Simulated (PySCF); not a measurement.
Cost against size for one kind of job: PySCF, PBE0-D3(BJ)/def2-SVP geometry optimisation, gas phase; work: geometry optimisation from a GFN2-xTB start. Hardware: one thread, x86-64 server, no GPU (shared host). Other jobs ran on the host; a repeat could differ by tens of per cent or more.

| species (SMILES) | atoms | electrons | basis functions | SCF cycles | gradient evaluations | wall time |
| --- | --- | --- | --- | --- | --- | --- |
| [H]/N=C/CO | 9 | 32 | 81 | 35 | 5 | 9.7 s |
| [NH3]->[Au+]<-[NH3] | 9 | 98 | 90 | 25 | 4 | 11 s |
| [F][W-]([F])([F])([F])=[S] (charge -1 and doublet state) | 6 | 127 | 106 | 55 | 6 | 82 s |
| C[As](C)C | 13 | 60 | 119 | 24 | 4 | 28 s |
| C[C@@H](S)CC#N | 13 | 54 | 123 | 27 | 4 | 54 s |
| C=CCC(N)=S | 13 | 54 | 123 | 88 | 12 | 73 s |
| C[SiH]1[SiH2][SiH2][SiH2]1 | 15 | 72 | 136 | 118 | 20 | ? |
| [O]=[W]([Br])([Br])[Br] (doublet state) | 5 | 187 | 142 | 107 | 9 | ? |

Task: Estimate the withheld figures.

Result: `C[SiH]1[SiH2][SiH2][SiH2]1`: 1.9 min; `[O]=[W]([Br])([Br])[Br]`: 2.0 min.
